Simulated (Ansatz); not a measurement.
System: methoxysilane, CH$_{6}$OSi (charge 0, singlet). 
Coordinates optimised at B3LYP-D3(BJ)/def2-TZVP (Ansatz, a first-principles code):
```
O
C 1 1.4184
H 2 1.0897 1 108.09
H 2 1.0949 3 108.68 1 120.91
H 2 1.0949 3 108.68 4 118.17
Si 1 1.6455 2 123.36 3 180.00
H 6 1.4759 1 106.49 2 -180.00
H 6 1.4858 7 110.32 1 -120.46
H 6 1.4858 7 110.32 8 -119.08
```

Wanted: vertical triplet-singlet gap (E(triplet) - E(singlet); each state is the SCF solution reached for its spin; for the triplet T1 is 0.072), in kcal/mol. Cores are frozen in the correlated levels unless marked. Open shells are spin-unrestricted. Spin-orbit coupling is left out. No relativistic terms. CBS(X,Y): correlation extrapolated as X^-3; Hartree-Fock from the larger set.

```tsv
level	program	vertical triplet-singlet gap (kcal/mol)
HF/aug-cc-pV(Q+d)Z	Ansatz	154.5
BHLYP/def2-TZVPD	Ansatz	160.2
MP2/aug-cc-pV(D+d)Z	Ansatz	174.4
RI-MP2/aug-cc-pV(Q+d)Z	Ansatz	178.7
CCSD/aug-cc-pV(D+d)Z	Ansatz	161.6
CCSD(T)/aug-cc-pV(T+d)Z	Ansatz	160.9
CCSD(T)/CBS(aug-cc-pV(T+d)Z,aug-cc-pV(Q+d)Z)	Ansatz	162.3
```
